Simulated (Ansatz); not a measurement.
F3Y (SMILES [F][Y]([F])[F]) moved off its minimum; all values from Ansatz (a first-principles code), cores frozen in correlated methods. Elements past Kr take the def2 small-core potentials, without spin–orbit coupling.
(charge 0, multiplicity 1)
```xyz
4

Y     -0.0055     0.1748    -0.0180
F     -1.8656    -1.0777     0.2028
F      0.0130     1.7983    -0.7425
F      1.7883    -0.9255     0.6831
```

Question: Give the forces (eV/Å), the total energy and the dipole at CCSD(T)/def2-TZVPPD.

Answer: 
| atom | Fx | Fy | Fz |
|---|---|---|---|
| Y1 | -0.354 | -9.910 | 4.245 |
| F2 | 1.833 | 1.561 | -0.349 |
| F3 | 0.112 | 7.006 | -3.125 |
| F4 | -1.591 | 1.343 | -0.771 |
Energy -337.4188 hartree, dipole 3.95 D.
